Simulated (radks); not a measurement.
Charge is removed step by step from the 3p3/2 level of Cr+, starting from [Ne] 3s2 3p(1/2: 2, 3/2: 4) 3d5. All-electron calculation, Dirac Kohn-Sham, PBE, spin-unpolarised, spherical densities, finite nucleus; open shells fill j = l - 1/2 first; Fermi nuclear charge, rms radius 3.6452 fm. Program: a radial shooting solver on a logarithmic mesh with Libxc functionals.

| removed (e) | E - E(0) (eV) | eigenvalue (eV) | E minus straight line (eV) |
|---|---|---|---|
| 0 | 0.000 | -52.092 | 0.000 |
| 0.25 | 13.447 | -55.535 | -1.403 |
| 0.5 | 27.790 | -59.248 | -1.911 |
| 0.75 | 43.091 | -63.191 | -1.461 |
| 1 | 59.402 | -67.331 | 0.000 |

Removing the whole electron costs 59.402 eV by Delta-SCF, against 52.092 eV from minus the eigenvalue at the starting occupation. Slater's transition state (half an electron removed) gives 59.248 eV. Integrating minus the eigenvalue over the occupation (Janak's theorem) gives 59.402 eV. The mean slope of the eigenvalue, de/dn, is 15.2 eV per electron.
